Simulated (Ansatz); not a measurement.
Start from `BN[CH2][GaH2]` and change one atom or group to get `BNCCN`.

Ansatz, PBE0-D4/def2-TZVP geometries, multiplicity 1. Each molecule was computed in one conformer, which needn't be the lowest.

Scalar relativity is left out up to krypton.

```
                                          property  `BN[CH2][GaH2]`
               LUMO energy (B3LYP/def2-TZVPP) / eV            -1.98
              HOMO–LUMO gap (PBE0/def2-TZVPP) / eV             5.37
  size of the dipole moment (B3LYP/def2-TZVPP) / D             1.81
           HOMO–LUMO gap (ωB97M-V/def2-TZVPP) / eV             9.25
size of the dipole moment (ωB97M-V/def2-TZVPP) / D             1.83
             HOMO–LUMO gap (B3LYP/def2-TZVPP) / eV             4.88
```

(1) What does the change do to each property? (Estimate.)

Results:

(1) Ansatz gave: 
```
                                          property  `BNCCN`  shift
               LUMO energy (B3LYP/def2-TZVPP) / eV     0.11   2.09
              HOMO–LUMO gap (PBE0/def2-TZVPP) / eV     7.57   2.20
  size of the dipole moment (B3LYP/def2-TZVPP) / D     3.42   1.61
           HOMO–LUMO gap (ωB97M-V/def2-TZVPP) / eV    11.66   2.41
size of the dipole moment (ωB97M-V/def2-TZVPP) / D     3.42   1.59
             HOMO–LUMO gap (B3LYP/def2-TZVPP) / eV     7.10   2.22
```

With PBE0 the HOMO falls by 0.15 eV and the LUMO rises by 2.04 eV, so the gap widens by about 2.19 eV. PBE moves the HOMO by 0.14 eV and ωB97M-V by -0.34 eV. Dipoles are sizes alone; their direction can turn.

Positive LUMOs are unbound, so they and the gaps depend on the basis.

B3LYP here is the variant with VWN-RPA as its local correlation; programs differ in this.
